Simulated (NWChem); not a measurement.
# TeCl2; SMILES Cl[Te]Cl

```xyz
3

Te     0.0000     0.0000     0.5876
Cl    -1.8101     0.0000    -0.9264
Cl     1.8101     0.0000    -0.9264
```
Atoms are numbered in this order, from 1.

Level: PBE0/def2-SVP with def2 effective core potentials on Te (NWChem), optimised geometry, unscaled harmonic frequencies. def2 effective core potentials on Te; no spin-orbit coupling.

Q: List the harmonic frequencies with IR intensities, and the thermochemistry.

A: 
| frequency (cm⁻¹) | IR intensity (km/mol) |
|---|---|
| 121 | 1.6 |
| 373 | 45.6 |
| 384 | 13.4 |

The zero-point energy comes out as 1.3 kcal/mol and the thermal correction to the enthalpy at 298.15 K (with zero-point energy) is 4.5 kcal/mol. The heat capacity Cv is 10.9 cal/(mol K) and the entropy at 298.15 K and 1 atm (symmetry number 2) comes out as 72.9 cal/(mol K).

Rigid rotor and harmonic oscillator.
